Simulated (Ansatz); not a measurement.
`O[SiH2][SiH2]Br` and `O[SiH2][SiH2]Cl` differ in one element.

Ansatz, PBE0-D4/def2-TZVP geometries, multiplicity 1. Each molecule was computed in one conformer, which needn't be the lowest.

Scalar relativity is left out up to krypton.

| property | `O[SiH2][SiH2]Br` |
| --- | --- |
| HOMO energy (ωB97M-V/def2-TZVPP) / eV | -9.94 |
| size of the dipole moment (PBE/def2-TZVPP) / D | 0.73 |
| HOMO energy (PBE0/def2-TZVPP) / eV | -7.89 |
| HOMO energy (B3LYP/def2-TZVPP) / eV | -7.69 |
| HOMO–LUMO gap (PBE/def2-TZVPP) / eV | 4.73 |
| size of the dipole moment (ωB97M-V/def2-TZVPP) / D | 0.92 |

Give the same properties after the change, and the shifts. (Best estimate.)

The calculation gave: 
```
                                          property  `O[SiH2][SiH2]Cl`  shift
             HOMO energy (ωB97M-V/def2-TZVPP) / eV             -10.00  -0.06
    size of the dipole moment (PBE/def2-TZVPP) / D               0.59  -0.14
                HOMO energy (PBE0/def2-TZVPP) / eV              -7.94  -0.05
               HOMO energy (B3LYP/def2-TZVPP) / eV              -7.75  -0.06
               HOMO–LUMO gap (PBE/def2-TZVPP) / eV               4.87   0.14
size of the dipole moment (ωB97M-V/def2-TZVPP) / D               0.74  -0.18
```

With PBE0 the HOMO falls by 0.05 eV and the LUMO rises by 0.14 eV, so the gap widens by about 0.19 eV. PBE moves the HOMO by -0.02 eV and ωB97M-V by -0.06 eV. Dipoles are sizes alone; their direction can turn.

B3LYP here is the variant with VWN-RPA as its local correlation; programs differ in this.

Spin–orbit coupling is left out; it splits and shifts lone-pair levels of the heavy atoms by tenths of an eV.
